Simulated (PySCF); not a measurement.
MSb for M along group 14

r²SCAN with double-zeta basis sets in PySCF, for the lowest determinant that a PBE0 search found; no spin–orbit coupling. De refers to high-spin ground-configuration atoms. A positive dipole means M(−)Sb(+).

```json
{"M": "Si", "basis": "def2-SVP", "state (unpaired electrons)": "doublet (π ↑)", "Re (Å)": "2.396", "ωe (cm⁻¹)": "419", "De (eV)": "2.76", "μ (D)": "0.27"}
{"M": "Ge", "basis": "def2-SVP", "state (unpaired electrons)": "doublet (π ↑)", "Re (Å)": "2.453", "ωe (cm⁻¹)": "285", "De (eV)": "2.65", "μ (D)": "-0.18"}
{"M": "Sn", "basis": "def2-SVP", "state (unpaired electrons)": "doublet (π ↑)", "Re (Å)": "2.646", "ωe (cm⁻¹)": "222", "De (eV)": "2.31", "μ (D)": "-1.18"}
{"M": "Pb", "basis": "def2-SVP", "state (unpaired electrons)": "doublet (π ↑)", "Re (Å)": "2.726", "ωe (cm⁻¹)": "182", "De (eV)": "2.12", "μ (D)": "-1.96"}
```

Question: By what factor does the bond length vary along the series?

Answer: At r²SCAN it runs from 2.396 Å (SiSb) to 2.726 Å (SbPb), a factor of 1.14.

Down a group the atoms grow and get heavier, so bonds lengthen and wavenumbers fall; this series shows no clear exception.

These are scalar-relativistic numbers at best; spin–orbit coupling would shift them, the dissociation energy most. States were picked by a PBE0 search and need not be the measured ground states.
